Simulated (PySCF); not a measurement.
1,3-thiazole-2-carbaldehyde (C₄H₃NOS), SMILES O=Cc1nccs1.

Geometry: PBE0-D3(BJ)/def2-SVP. Other conformers were not sampled.

Two levels are set side by side: TDA-PBE/def2-SVPD (PySCF) and TDA-CAM-B3LYP/def2-SVPD (PySCF). Vertical, same geometry. The lowest singlet is HOMO→LUMO 100 % with PBE and HOMO−1→LUMO 88 % with the other functional; states are paired by order. Differences are taken from unrounded values.

| quantity | TDA-CAM-B3LYP |
|---|---|
| lowest singlet excitation (eV) | 3.79 |
| lowest triplet excitation (TDA) (eV) | 3.19 |
| first bright state (f over 0.05) (eV) | 4.96 |
| its oscillator strength | 0.23 |

Q: What does TDA-PBE give, and how far is it from TDA-CAM-B3LYP? (The exact figures need the calculation; the answer reports its results.)

A: 
| quantity | TDA-PBE | TDA-PBE minus TDA-CAM-B3LYP |
|---|---|---|
| lowest singlet excitation (eV) | 3.11 | -0.69 |
| lowest triplet excitation (TDA) (eV) | 2.67 | -0.52 |
| first bright state (f over 0.05) (eV) | 4.55 | -0.41 |
| its oscillator strength | 0.16 | -0.07 |

Functionals without exact exchange tend to place singlet excitations lower, as here. Differences between two approximate levels are no errors against the true value.

Rough cost on one machine, each run with all the roots and properties that it gave: TDA-CAM-B3LYP against TDA-PBE about 4 times.
